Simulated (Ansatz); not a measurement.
Start from `[CH3][GeH2][CH](F)F` and change one atom or group to get `C[SiH2]C(F)F`.

Ansatz, PBE0-D4/def2-TZVP geometries, multiplicity 1. Each molecule was computed in one conformer, which needn't be the lowest.

Scalar relativity is left out up to krypton.

```json
{"property": "HOMO–LUMO gap (PBE0/def2-TZVPP) / eV", "`[CH3][GeH2][CH](F)F`": "8.93"}
{"property": "HOMO–LUMO gap (B3LYP/def2-TZVPP) / eV", "`[CH3][GeH2][CH](F)F`": "8.43"}
{"property": "size of the dipole moment (PBE/def2-TZVPP) / D", "`[CH3][GeH2][CH](F)F`": "2.19"}
{"property": "HOMO energy (PBE/def2-TZVPP) / eV", "`[CH3][GeH2][CH](F)F`": "-6.77"}
{"property": "LUMO energy (PBE0/def2-TZVPP) / eV", "`[CH3][GeH2][CH](F)F`": "0.68"}
{"property": "HOMO–LUMO gap (PBE/def2-TZVPP) / eV", "`[CH3][GeH2][CH](F)F`": "6.64"}
```

Task: What does the change do to each property? (Estimate.)

Result: Ansatz gave: 
```
                                      property  `C[SiH2]C(F)F`  shift
          HOMO–LUMO gap (PBE0/def2-TZVPP) / eV            8.94   0.01
         HOMO–LUMO gap (B3LYP/def2-TZVPP) / eV            8.47   0.04
size of the dipole moment (PBE/def2-TZVPP) / D            2.35   0.16
             HOMO energy (PBE/def2-TZVPP) / eV           -6.89  -0.12
            LUMO energy (PBE0/def2-TZVPP) / eV            0.48  -0.20
           HOMO–LUMO gap (PBE/def2-TZVPP) / eV            6.55  -0.09
```

Dipoles are sizes alone; their direction can turn.

B3LYP here is the variant with VWN-RPA as its local correlation; programs differ in this.
